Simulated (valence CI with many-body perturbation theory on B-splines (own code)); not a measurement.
Pm XXI: calculated level list

Computed by relativistic CI+MBPT: five valence electrons over a frozen Dirac-Fock core [Kr], radial functions for each j: 7 s, 7 p, 8 d, 6 f, 4 g, 1 h, with the one-electron correlation potential Σ1 (screened to all orders), the two-electron term Σ2, the three-electron term Σ3, Breit, model QED; selected single and double excitations, second order for the rest (own B-spline code, finite nucleus).

No measured spectrum was set against this ion. As an estimate, terms of the open shell hold to 2 to 4 % of their energy, and close levels can change places. Core correlation moves these levels by up to 12000 cm⁻¹, and in measured spectra 5 to 20 % of such shifts remained as error; rates that hang on mixing are uncertain with them. Among the levels kept, up to 260 cm⁻¹ of a level comes from second order outside the variational space, and about a tenth of that is noise between levels of different J, which matters for small intervals. Only levels of the ground parity were solved; by the run's estimate the other parity begins above the list, which can be wrong where configurations are misplaced.

Levels 1 to 37 of 37, with energies above the lowest level, (4d3/2^4 4d5/2) J=5/2 [a]. "Leading %" is the weight of the configuration and term that name the level; weights of strongly mixed levels are sums over their largest components and can fall short. In the jj column 3d3/2^4 stands for four electrons in 3d with j = 3/2.

```
No.  Configuration  Term     J  E (cm⁻¹)  Leading %      g              Leading jj
  1            4d5    6S   5/2       0.0         62  1.791    4d3/2^4 4d5/2 (45 %)
  2            4d5    2F   5/2     36522         25  1.111    4d3/2^4 4d5/2 (48 %)
  3            4d5    4G   7/2     57788         49  1.128  4d3/2^3 4d5/2^2 (93 %)
  4            4d5    4D   3/2     60161         45  1.296  4d3/2^3 4d5/2^2 (92 %)
  5            4d5    4G  11/2     62062         59  1.175  4d3/2^3 4d5/2^2 (86 %)
  6            4d5    4G   9/2     67128         64  1.162  4d3/2^3 4d5/2^2 (73 %)
  7            4d5    4D   5/2     67436         34  1.102  4d3/2^3 4d5/2^2 (58 %)
  8            4d5    4P   1/2     72807         57  1.768  4d3/2^3 4d5/2^2 (67 %)
  9            4d5    4D   7/2     83679         30  1.187  4d3/2^3 4d5/2^2 (61 %)
 10            4d5    2D   5/2     88594         37  1.227  4d3/2^3 4d5/2^2 (47 %)
 11            4d5    4D   7/2     96535         32  1.175  4d3/2^2 4d5/2^3 (67 %)
 12            4d5    2I  11/2     98485         62  1.040  4d3/2^2 4d5/2^3 (89 %)
 13            4d5    2D   3/2    101910         49  0.885  4d3/2^3 4d5/2^2 (48 %)
 14            4d5    4D   1/2    102950         69  0.764  4d3/2^2 4d5/2^3 (89 %)
 15            4d5    2G   9/2    104290         46  1.150  4d3/2^2 4d5/2^3 (74 %)
 16            4d5    4P   3/2    108620         48  1.128  4d3/2^2 4d5/2^3 (86 %)
 17            4d5    2I  13/2    109290         99  1.075  4d3/2^2 4d5/2^3 (99 %)
 18            4d5    2F   5/2    113850         38  1.012  4d3/2^2 4d5/2^3 (80 %)
 19            4d5    2H   9/2    126280         51  1.108  4d3/2^2 4d5/2^3 (98 %)
 20            4d5    2G   7/2    129490         61  0.993  4d3/2^2 4d5/2^3 (96 %)
 21            4d5    4F   5/2    131230         48  1.045  4d3/2^2 4d5/2^3 (81 %)
 22            4d5    2D   3/2    138900         75  0.776  4d3/2^2 4d5/2^3 (49 %)
 23            4d5    2F   5/2    141620         34  1.181    4d3/2 4d5/2^4 (68 %)
 24            4d5    2F   7/2    144300         56  1.072  4d3/2^2 4d5/2^3 (72 %)
 25            4d5    2S   1/2    145840         64  1.902  4d3/2^2 4d5/2^3 (48 %)
 26            4d5    4F   7/2    156630         40  1.195    4d3/2 4d5/2^4 (90 %)
 27            4d5    2G   9/2    156630         53  1.097  4d3/2^2 4d5/2^3 (60 %)
 28            4d5    2H  11/2    162320         65  1.066    4d3/2 4d5/2^4 (95 %)
 29            4d5    2D   3/2    168730         65  0.858    4d3/2 4d5/2^4 (71 %)
 30            4d5    2D   5/2    179220         66  1.118    4d3/2 4d5/2^4 (79 %)
 31            4d5    2G   9/2    183710         87  1.110    4d3/2 4d5/2^4 (56 %)
 32            4d5    2D   5/2    188790         53  1.101  4d3/2^2 4d5/2^3 (47 %)
 33            4d5    2G   7/2    194570         75  0.952    4d3/2 4d5/2^4 (80 %)
 34            4d5    2P   3/2    197240         80  1.227  4d3/2^2 4d5/2^3 (84 %)
 35            4d5    2P   1/2    218700         80  0.894    4d3/2 4d5/2^4 (65 %)
 36            4d5    2D   5/2    239220         82  1.182  4d3/2^2 4d5/2^3 (44 %)
 37            4d5    2D   3/2    245820         79  0.882    4d3/2 4d5/2^4 (82 %)
```

The ionisation energy to 4d4 3P_0 of the next ion comes out as 609.64 eV (NIST: 609 ± 4 eV (theoretical)). All 37 levels together are meant to be complete up to 255980 cm⁻¹.
